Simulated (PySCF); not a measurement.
## Where the electron goes

Species: C4H9OPSi.
SMILES with atom numbers: `[O:1]=[P@@H:2]1[CH:3]=[C:4]([SiH3:5])[CH2:6][CH2:7]1` (hydrogens: H8 on P2; H9 on C3; H10, H11, H12 on Si5; H13, H14 on C6; H15, H16 on C7)

Structure used (GFN2-xTB), in Å, numbered top down from 1:
```xyz
16
C4H9OPSi angstrom
O     -2.9276   -1.4408   -0.6935
P     -1.9588   -0.3455   -0.6085
C     -0.2487   -0.6256   -1.1066
C      0.6142   -0.0780   -0.2505
Si     2.4928   -0.1778   -0.3942
C     -0.0046    0.6900    0.8904
C     -1.4588    0.2467    1.0532
H     -2.3646    0.8051   -1.2933
H      0.0246   -1.1998   -1.9759
H      3.0176    1.1900   -0.4223
H      2.8398   -0.8941   -1.6183
H      2.9974   -0.8722    0.7924
H      0.0431    1.7551    0.6453
H      0.5662    0.5452    1.8100
H     -2.1054    1.0313    1.4444
H     -1.5348   -0.6207    1.7161
```

Theory: TDDFT B3LYP/def2-SVPD, vertical, gas phase, core orbitals frozen in the response in PySCF.

Kohn–Sham orbitals with the atoms that hold most of them (Löwdin shares over 4%, at most four atoms; ? is withheld):

```csv
orbital,ε (eV),atoms
LUMO+2,0.40,"Si5 51%, H12 13%, H10 12%, H11 9%"
LUMO+1,-0.19,"Si5 28%, C6 10%, H12 7%, H10 7%"
LUMO,-1.39,?
HOMO,?,"O1 52%, P2 12%, C3 10%, C7 9%"
HOMO-1,-7.54,?
HOMO-2,-8.10,"C3 32%, C4 27%, O1 10%, C6 7%"
HOMO-3,-9.34,"C4 26%, O1 17%, Si5 17%, C6 9%"
```

(1) Give the leading atoms of the HOMO-1.

(2) Give the leading atoms of the LUMO.

(3) What is the HOMO energy, and the HOMO–LUMO gap?

Answers

(1) O1 (bonded to P) 62%; P2 (bonded to 2 C, O and H) 17%; H8 (bonded to P) 9%.

(2) C4 (bonded to 2 C and Si) 32%; C3 (bonded to C, P and H) 29%; P2 (bonded to 2 C, O and H) 9%; Si5 (bonded to C and 3 H) 8%. By element: carbon 61% or more, phosphorus 9%, silicon 8%.

(3) ε(HOMO) = -7.43 eV; the gap is 6.04 eV (0.2219 hartree).

Question: The HOMO–LUMO gap is 6.04 eV. Where does the response calculation put the lowest singlet, and from which orbitals?

Answer: S1 is at 5.02 eV (f = 0.0091), 1.02 eV below the gap, made of HOMO→LUMO (84%), HOMO-1→LUMO (13%). Without the coupling terms of the response equations the lowest excitation would equal the gap.

Question: One configuration dominates each of S1, S2, S3, S4, S5 and S7. Which, and how do the shares of the two leading atoms of either orbital change from the occupied to the empty one?

Answer: 
- S1 (5.02 eV, f 0.0091), HOMO→LUMO (84%): O1 52% → at most 8%, P2 12% → 9%, C4 at most 10% → 32%, C3 10% → 29%
- S2 (5.21 eV, f 0.0026), HOMO-1→LUMO (86%): O1 62% → at most 8%, P2 17% → 9%, C4 at most 4% → 32%, C3 at most 4% → 29%
- S3 (6.39 eV, f 0.261), HOMO-2→LUMO (84%): C3 32% → 29%, C4 27% → 32%
- S4 (6.47 eV, f 0.0089), HOMO→LUMO+1 (92%): O1 52% → at most 7%, P2 12% → at most 7%, Si5 at most 10% → 28%, C6 at most 10% → 10%
- S5 (6.67 eV, f 0.013), HOMO-1→LUMO+1 (94%): O1 62% → at most 7%, P2 17% → at most 7%, Si5 at most 4% → 28%, C6 at most 4% → 10%
- S7 (7.00 eV, f 0.0093), HOMO-2→LUMO+1 (91%): C3 32% → at most 7%, C4 27% → at most 7%, Si5 at most 8% → 28%, C6 7% → 10%

Löwdin shares depend on the basis, the more so with diffuse functions.

One conformer stands for the species.
